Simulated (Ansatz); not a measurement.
Species: YO2, net charge 0, doublet state. The spin state was set by rule; other spins were not relaxed. SMILES: [O]=[Y]=[O]
Structure (B3LYP-D3(BJ)/def2-TZVP (Ansatz, a first-principles code) minimum search):
```
Y
O 1 1.9129
O 1 1.9129 2 125.64
```
Charge 0, spin multiplicity 2.

Parts of the frozen-core correlation energy in def2-TZVPP (Ansatz, hartree). Frozen orbitals: 6; correlated occupied orbitals by spin: 8 and 7; virtual: 104 and 105. Open shells are spin-unrestricted. Spin-orbit coupling is left out. Past Kr the def2 sets carry scalar-relativistic core potentials.

| term | value |
|---|---|
| reference (HF) | -187.65037 |
| MP2 opposite-spin | [?] |
| MP2 same-spin | [?] |
| CCSD correlation | [?] |
| (T) | -0.03021 |
| T1 diagnostic | 0.061 |
| largest doubles amplitude | 0.027 |
| <S^2> of the reference | 0.774 |

**Question.** What belongs in the gaps?

**Answer.** 
- MP2 opposite-spin, value: -0.38211
- MP2 same-spin, value: -0.14083
- CCSD correlation, value: -0.51747
